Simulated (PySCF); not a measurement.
# Polarisability and C₆ of Sn- (tin, charge -1)

[Kr] 4d10 5s2 5p3, high-spin 4S determinant. All numbers are calculated (PySCF 2.14, the non-relativistic Hamiltonian (point nucleus), in dyall-av2z). Coupled (time-dependent) response in atomic units; α is the mean over directions. A double-zeta set is small for polarisabilities.

```csv
method,mean α (bohr³),C₆ (like pair),S(−4)
M06-2X,144.9,2425,8516
```

S(−4) is the Cauchy moment in α(ω) = α(0) + S(−4) ω² + …

α(iu) at M06-2X:

| u (hartree) | α(iu) (bohr³) |
| --- | --- |
| 0 | 144.9 |
| 0.0500 | 127.4 |
| 0.100 | 97.46 |
| 0.200 | 55.92 |
| 0.300 | 34.58 |
| 0.500 | 16.40 |
| 0.750 | 8.427 |
| 1.00 | 5.134 |
| 1.50 | 2.506 |
| 2.00 | 1.495 |
| 3.00 | 0.7207 |
| 5.00 | 0.2887 |

A single London oscillator, α(iu) = α/(1 + u²/ω²), gives C₆ = (3/4) ω α². Matching the computed C₆ needs ω = 4 × 2425 / (3 × 144.9²) = 0.154 hartree.

For an ion, C₆ is the dispersion term alone; charge-induced terms of lower order in 1/R come first.

A non-relativistic calculation at this Z misses sizeable relativistic shifts.
